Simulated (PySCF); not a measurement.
An unknown shows these calculated signals:

¹H NMR (400 MHz, computed): δ 13.48 (br s, 1H), 8.63 (q, J = 2.0 Hz, 1H), 3.34 (q, J = 9.5 Hz, 2H).

¹³C{¹H} NMR (computed): δ 186.5 (C), 165.4 (CH), 133.0 (C, q, J = 346.5 Hz), 51.5 (CH2, q, J = 27.8 Hz).

[PySCF: GFN2-xTB geometry; σ from GIAO-PBE0/pcSseg-1; J: B3LYP/pcJ-1 (spin–dipole term only in couplings to heteroatoms); one conformer; fast rotation and ring inversion assumed for equivalent nuclei; in vacuum; non-relativistic Hamiltonian]

Referencing at the same level of theory: ¹H (σ = 31.72 ppm), ¹³C (σ = 186.93 ppm) vs TMS.

Question: Which of these does the molecule contain: a ketone, an NH or NH2 group, an S-methyl group, a CF3 group, an OH group, a nitrile?

Answer: 
- A ketone: yes (δC 186.5).
- An NH or NH2 group: yes (δH 13.48 (br s)).
- An S-methyl group: no.
- A CF3 group: yes (δC 133.0).
- An OH group: no.
- A nitrile: no.

The data belong to `InChI=1S/C4H4F3NO/c5-4(6,7)1-3(9)2-8/h2,8H,1H2/b8-2-`; they needn't prove each group on their own.

Carbon signals by region: 2 in the far downfield region (above 160 ppm), 1 in the sp2 and nitrile region (100–160 ppm), 1 at 50–100 ppm. Above 160 ppm: 186.5, ketone carbonyl carbon, 165.4, C=N carbon.

The OH or NH signal is concentration- and solvent-dependent in practice; the value given is the gas-phase one. C–F couplings over four or more bonds (about 3 Hz to the para carbon of a fluoroarene) are left out. Common functionals overestimate the size of one-bond C–F couplings by tens of Hz; these are unscaled. Multiplet labels drop couplings under 1 Hz and merge nearly equal ones. Shifts are as computed. Against solution values, carbons near 30 ppm lie about +3 ppm off and those near 130 ppm about +5 ppm. Of 1211 compounds with measured shifts, 218 miss one by over three times the rms of a fit or turn the order of signals round; such compounds aren't used in these exercises. Couplings to exchangeable protons are dropped.
